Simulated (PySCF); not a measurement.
# Excitation energy of W²⁺ by level of theory

W²⁺ [Xe] 4f14 5d4 (5D) → W²⁺ [Xe] 4f14 5d3 6p1 (high-spin determinant), as a difference of total energies. Calculation: PySCF 2.14, in def2-TZVPPD with the def2 core potential (60 electrons) (6s5p3d2f1g, 59 functions); a scalar-relativistic core potential. Correlated levels: valence and next inner shell: nothing frozen outside the core potential. The calculations carry no spin-orbit coupling.

| method | excitation energy (eV) |
| --- | --- |
| UHF | 7.995 |
| MP2 (valence and next inner shell) | 8.304 |
| SCS-MP2 (valence and next inner shell) | 8.207 |
| CCSD (valence and next inner shell) | 8.209 |
| CCSD(T) (valence and next inner shell) | 8.188 |

Q: How much does correlation contribute at CCSD(T) (valence and next inner shell)?

A: 8.188 − (7.995) = 0.193 eV, measured against UHF.

The determinant of the upper state mixes LS terms, which raises its energy above the lowest term, most at the Hartree-Fock and MP2 levels.
